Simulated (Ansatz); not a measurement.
C4H14GeN2O (`C[N](C)[GeH]([OH])[N](C)C`). The species carries charge 0 and has multiplicity 1. The structure was optimised at the PBE0-D4/def2-TZVP level. It is one conformer, not always the lowest.

```xyz
22

C    -0.201   -2.074    0.304
N     0.695   -1.041    0.758
C     1.673   -1.499    1.711
Ge    0.157    0.697    0.767
O    -1.158    1.105    1.904
N    -0.530    0.994   -0.899
C     0.228    0.587   -2.057
C    -1.341    2.164   -1.134
H    -0.760   -2.544    1.129
H    -0.923   -1.664   -0.407
H     0.355   -2.871   -0.206
H     1.218   -1.928    2.617
H     2.311   -2.274    1.266
H     2.322   -0.676    2.021
H     1.339    1.550    1.256
H    -1.964    0.622    1.707
H     0.847   -0.281   -1.821
H    -0.447    0.309   -2.877
H     0.888    1.384   -2.435
H    -0.751    3.027   -1.481
H    -1.863    2.457   -0.222
H    -2.096    1.957   -1.904
```

(1) What is the dipole moment at r2SCAN/def2-TZVPP? (Estimate.)

(2) And with PBE, B3LYP, ωB97M-V? (An estimate is asked.)

(3) Give the Mulliken charges with r2SCAN, ωB97M-V, PBE in def2-TZVPP. (Best estimate.)

Answers

(1) The calculation gave: 1.52 D, with components (-0.08, -1.02, -1.12) D in this frame, pointing from negative to positive charge.

(2) The calculation gave: PBE 1.48 D, B3LYP 1.52 D, ωB97M-V 1.49 D.

(3) The calculation gave: 
```
atom  r2SCAN  ωB97M-V    PBE
  C1   -0.06    -0.26  -0.19
  N2   -0.27    -0.29  -0.19
  C3   -0.04    -0.23  -0.18
 Ge4    0.48     0.46   0.40
  O5   -0.44    -0.41  -0.39
  N6   -0.28    -0.30  -0.21
  C7   -0.06    -0.24  -0.18
  C8   -0.05    -0.24  -0.18
  H9    0.05     0.12   0.08
 H10    0.06     0.11   0.09
 H11    0.05     0.12   0.08
 H12    0.04     0.11   0.08
 H13    0.04     0.11   0.08
 H14    0.05     0.10   0.08
 H15   -0.02     0.02  -0.03
 H16    0.18     0.16   0.17
 H17    0.06     0.11   0.09
 H18    0.05     0.11   0.08
 H19    0.04     0.11   0.08
 H20    0.04     0.10   0.07
 H21    0.05     0.11   0.08
 H22    0.04     0.11   0.08
```

B3LYP here is the variant with VWN-RPA as its local correlation; programs differ in this.

Computed with Ansatz.
